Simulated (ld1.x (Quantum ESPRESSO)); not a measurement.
Which change was made? (Al, TM)

| Item | Value |
| --- | --- |
| Element | Al |
| Generator | ld1.x (Quantum ESPRESSO) 7.5 |
| Type | norm-conserving Troullier–Martins (Kleinman–Bylander form) |
| Functional | PBEsol |
| Relativity | scalar-relativistic |
| Frozen core | [Ne] |
| Valence charge | 3 |
| Reference configuration | 3s2 3p0.5 (charge +0.5) |
| Partial waves | 3s (bound): rc 2.10 bohr; 3p (bound): rc 2.00 bohr; 3d channel at 0.1 Ry: rc 1.75 bohr |
| Local potential | the d channel |
| Core correction | Bessel-smoothed model core inside 1.20 bohr |

Cutoffs, loose and tight: the cutoffs (Ry, on a coarse ladder) from which the occupation-weighted sum of valence levels, in a spherical-Bessel basis at the reference potential, stays within 10 and 1 mRy of its value at 400 Ry. They do not see the model core or the augmentation charge, which bear on the density cutoff. Test errors are all-electron minus pseudo excitation energies from the reference, over the configurations 3s2 3p1; 3s2 3p0; 3s1 3p0; 3s1 3p2; 3s0 3p3; 3s1 3p1; 3s2 3p1.3; variants that change the core or the reference have their own tests.

The base gives: outcome: generated; cutoff, loose: 10 Ry; cutoff, tight: 30 Ry; bound ghosts: none; largest test error (meV): +20.

(1) After one change the result is: outcome: generated; cutoff, loose: 8 Ry; cutoff, tight: 18 Ry; bound ghosts: none; largest test error (meV): -63. Which change was it?
A. core [He], valence charge 11; reference 2s2 2p6 3s2 3p1; waves now 2s (bound): rc 0.65 bohr; 2p (bound): rc 1.10 bohr; 3d channel at 0.1 Ry: rc 0.85 bohr; local potential all-electron potential smoothed inside 0.65 bohr (lloc = -2); core correction none
B. all radii but the core radius scaled by about 1.23 (s 2.58, p 2.46, d 2.16 bohr)
C. type RRKJ; local potential all-electron potential smoothed inside 1.65 bohr (lloc = -1); rho0 0.02

Answers

(1) B. The others give: core [He], valence charge 11; reference 2s2 2p6 3s2 3p1; waves now 2s (bound): rc 0.65 bohr; 2p (bound): rc 1.10 bohr; 3d channel at 0.1 Ry: rc 0.85 bohr; local potential all-electron potential smoothed inside 0.65 bohr (lloc = -2); core correction none → outcome: generated; cutoff, loose: 300 Ry; cutoff, tight: over 300 Ry; bound ghosts: none; largest test error (meV): +295 | type RRKJ; local potential all-electron potential smoothed inside 1.65 bohr (lloc = -1); rho0 0.02 → outcome: generated; cutoff, loose: 25 Ry; cutoff, tight: 35 Ry; bound ghosts: none; largest test error (meV): -18.
